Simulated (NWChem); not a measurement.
# CH6Hf; SMILES [CH3][HfH3]

Computed with NWChem. Medium grid unless said otherwise, to which SCAN and Minnesota functionals are sensitive. The geometry was optimised at PBE0/def2-SVP. def2 effective core potentials on Hf; no spin-orbit coupling.

Q: Order these by “dipole (D)”, lowest first: PW6B95/def2-SVP; LC-wPBE (HJS exchange hole, range parameter 0.4 per bohr)/def2-SVP; PBE/def2-SVP; OLYP/def2-SVP.

A: LC-wPBE (HJS exchange hole, range parameter 0.4 per bohr)/def2-SVP (1.04), PW6B95/def2-SVP (1.11), OLYP/def2-SVP (1.18), PBE/def2-SVP (1.24)
